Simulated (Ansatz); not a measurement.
Molecule: sum formula AlOH$_{3}$, charge 0, multiplicity 1. 
Coordinates optimised at B3LYP-D3(BJ)/def2-TZVP (Ansatz, a first-principles code):
```xyz
5

O      1.0824    -0.2049    -0.0084
Al    -0.5960     0.0639     0.0079
H      1.7380     0.4912    -0.0688
H     -1.1551     1.5379    -0.0801
H     -1.4942    -1.2206     0.1130
```
Charge 0, spin multiplicity 1.

Dipole moments at this geometry, in debye (magnitudes).

```json
[
 {"level": "B3LYP/def2-TZVPD", "program": "Ansatz", "dipole (D)": "1.20"},
 {"level": "PBE0/def2-TZVPD", "program": "Ansatz", "dipole (D)": "1.20"},
 {"level": "BHLYP/def2-TZVPD", "program": "Ansatz", "dipole (D)": "1.25"},
 {"level": "r2SCAN0/def2-TZVPD", "program": "Ansatz", "dipole (D)": "1.22"},
 {"level": "LC-wPBE/def2-TZVPD", "program": "Ansatz", "dipole (D)": "1.24"},
 {"level": "CCSD(T)/aug-cc-pV(D+d)Z", "program": "Ansatz", "dipole (D)": "1.19"}
]
```
